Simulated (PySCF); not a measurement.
**Structure from NMR data**

An unknown has the formula C2H7FOSi2. Its calculated NMR data are:

¹H NMR (400 MHz, computed): δ 5.73 (m, 1H), 5.60 (m, 1H), 4.85 (m, 1H), 4.79 (m, 1H), 2.44 (br s, 1H), 0.79 (m, 1H), 0.40 (m, 1H).

¹³C{¹H} NMR (computed): δ 94.3 (CH), 2.8 (CH2).

Computed data (PySCF 2.14): GIAO PBE0/pcSseg-1 shieldings, GFN2-xTB structure. Gas phase, relativity neglected, single conformer.

Shifts are taken against calculated references (same method and geometry level): ¹H (σ = 31.72 ppm) and ¹³C (σ = 186.93 ppm) against TMS.

Q: Which of these isomers gave the spectra?
A. C[SiH2][Si@@H](F)C=O
B. O[Si@@H]1C[SiH2][C@@H]1F
C. C=C[SiH2]O[SiH2]F

A: B. 

- The formula gives 1 degree of unsaturation (1 ring in the answer).
- 2 carbon signals for 2 carbons: no two carbons are equivalent.
- Carbon types of the structure: 1 × CH, 1 × CH2, leaving 4 H on heteroatoms.
- δC 94.3: sp3 CH bonded to F and 2 Si; the inductive effect lowers its shielding.
- δC 2.8: sp3 CH2 bonded to 2 Si; an electropositive neighbour leaves it electron-rich and shielded.
- δH 5.73: hydrogen on an sp3 CH bonded to F and 2 Si; its carbon carries F, an electronegative neighbour.
- δH 2.44: hydrogen on an oxygen bonded to Si; labile proton, position sensitive to the medium.
- δH 0.79, 0.40: hydrogen on an sp3 CH2 bonded to 2 Si; an electropositive neighbour shields it, as in TMS itself.

The others: C=C[SiH2]O[SiH2]F would give 5 signals for carbon-bound and other non-exchanging H, not 6; C[SiH2][Si@@H](F)C=O would give 5 signals for carbon-bound and other non-exchanging H, not 6.

The OH or NH signal is concentration- and solvent-dependent in practice; the value given is the gas-phase one. Splittings by ¹⁹F in the carbon and heteronuclear signals aren't shown, as no couplings were computed. Shifts are as computed. Against solution values, carbons near 30 ppm lie about +3 ppm off and those near 130 ppm about +5 ppm (rms about the fit 2.1 ppm; single classes can miss by 10 ppm). Of 1328 compounds with measured shifts, 309 miss one by over three times the rms of a fit or turn the order of signals round; such compounds aren't used in these exercises. Signals without a measured value on file couldn't be tested in this way; 1H shifts scatter by 0.2 ppm about their fit, and single ones miss by 0.5 ppm. No couplings were computed; multiplicities are counted from neighbouring protons, with m where these are inequivalent, close in shift, in a saturated or five-membered ring or joined by F or P, and br s for small geminal =CH2 splittings.
